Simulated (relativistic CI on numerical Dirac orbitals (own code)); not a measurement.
## Cubic crystal-field splitting of Pr⁴⁺ by operator equivalents

Problem. Pr⁴⁺ (4f) sits in a cubic field with the Wybourne parameters B⁴₀ = 3220 and B⁶₀ = 1010 cm⁻¹. Find the levels of its ground J multiplet, neglecting the mixing with the other J.

Working.
1. One f electron has the ground level ²F5/2 with g_J = 6/7 and the Stevens factor β = 2/315. Rank 6 cannot act within J = 5/2.
2. Stevens form: B₄ = β B⁴₀/8 = 2.5556 cm⁻¹, in H = B₄(O₄⁰ + 5O₄⁴).
3. The eigenvalues of O₄⁰ + 5O₄⁴ for J = 5/2 are −240 (Γ7 doublet) and +120 (Γ8 quartet): E(Γ7) = -613.3, E(Γ8) = 306.7 cm⁻¹.
4. Order and energies above the lowest: Γ7 0.0, Γ8 920.0 cm⁻¹. A Γ7 ground doublet has the isotropic |g| = 1.429.

Check. Diagonalising spin-orbit coupling (free-ion gap 2909 cm⁻¹, from a Dirac-Coulomb-Breit calculation) and field together in all 14 states gives Γ7 0.0, Γ8 742.1 cm⁻¹, with |g| = 1.431. The other multiplet starts at 2911 cm⁻¹; the differences from the hand values come from J mixing and grow with the ratio of the field to that gap.
